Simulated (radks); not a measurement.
All-electron atom: the silicon ion Si+ in [Ne] 3s2 3p1. Method: non-relativistic Kohn-Sham, r2SCAN, spin-polarised, spherical densities, point nucleus; open shells are filled with parallel spins first; meta-GGA in the generalised Kohn-Sham scheme; computed with a radial shooting solver on a logarithmic mesh with Libxc functionals.

X-ray form factor f0, the Fourier transform of the density (f0(0) = 13):

sin(theta)/lambda (1/angstrom),f0 (electrons)
0.05,12.651
0.1,11.769
0.15,10.698
0.2,9.710
0.25,8.901
0.3,8.249
0.4,7.186
0.5,6.217
0.6,5.293
0.8,3.739
1,2.696
1.25,1.964
1.5,1.596
2,1.261
